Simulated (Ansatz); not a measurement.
Relaxation of C2H7NSeSi (12 atoms, charge 0, multiplicity 1), to a largest force component of 0.015 eV/Å in at most 40 steps.

All numbers below come from RKS PBE-D4/def2-SVP in Ansatz 0.2.0.

```xyz
12
Properties=species:S:1:pos:R:3:forces:R:3
N -1.884 -0.036 0.056 -3.18 -1.07 -2.35
C -0.652 0.242 -0.612 -0.25 -1.16 -0.07
C 0.338 -0.856 -0.284 1.74 -0.03 1.30
Si 1.727 0.209 0.545 -2.51 -0.04 0.59
Se 0.219 1.866 0.071 0.48 1.37 0.33
H -2.569 -0.447 -0.735 1.43 1.04 2.20
H -1.767 -0.831 0.716 -0.01 0.53 -0.23
H -0.749 0.343 -1.718 -0.34 0.15 0.28
H 0.783 -1.315 -1.145 0.18 -0.93 -1.03
H -0.026 -1.614 0.461 0.02 0.20 -0.62
H 1.752 -0.065 2.012 0.64 -0.04 0.19
H 2.912 0.298 -0.219 1.79 -0.02 -0.59
```

Q: Where does it end, and by what steps?

A: It converged. After 35 steps the energy has fallen by 1.023 eV; H6 moved furthest, 0.67 Å.

| step | energy less start (eV) | largest force component (eV/Å) | accepted |
| --- | --- | --- | --- |
| 0 | 0.0000 | 3.179 | yes |
| 2 | -0.7375 | 0.597 | yes |
| 4 | -0.7859 | 0.262 | yes |
| 6 | -0.8032 | 0.262 | yes |
| 8 | -0.8150 | 0.183 | yes |
| 10 | -0.8242 | 0.065 | yes |
| 12 | -0.8266 | 0.055 | yes |
| 14 | -0.8263 | 0.221 | no |
| 16 | -0.8287 | 0.061 | yes |
| 18 | -0.8294 | 0.037 | yes |
| 20 | -0.8312 | 0.085 | yes |
| 22 | -0.8263 | 0.855 | no |
| 24 | -0.8397 | 0.502 | yes |
| 26 | -0.8495 | 1.941 | no |
| 28 | -0.9600 | 0.503 | yes |
| 30 | -1.0064 | 0.266 | yes |
| 32 | -1.0226 | 0.061 | yes |
| 34 | -1.0228 | 0.022 | yes |
| 35 | -1.0229 | 0.008 | yes |

```xyz
12
Properties=species:S:1:pos:R:3
N -1.968 -0.432 -0.440
C -0.646 0.005 -0.604
C 0.432 -0.980 -0.123
Si 1.713 0.284 0.511
Se -0.021 1.765 0.504
H -2.674 0.207 -0.819
H -2.200 -0.669 0.531
H -0.479 0.338 -1.645
H 0.713 -1.725 -0.897
H 0.048 -1.540 0.756
H 2.341 -0.037 1.841
H 2.824 0.577 -0.466
```

Run time: 40 s on 2 threads of AMD EPYC 9R45 96-Core Processor (Zen 5) (shared host), peak memory 0.2 GiB.
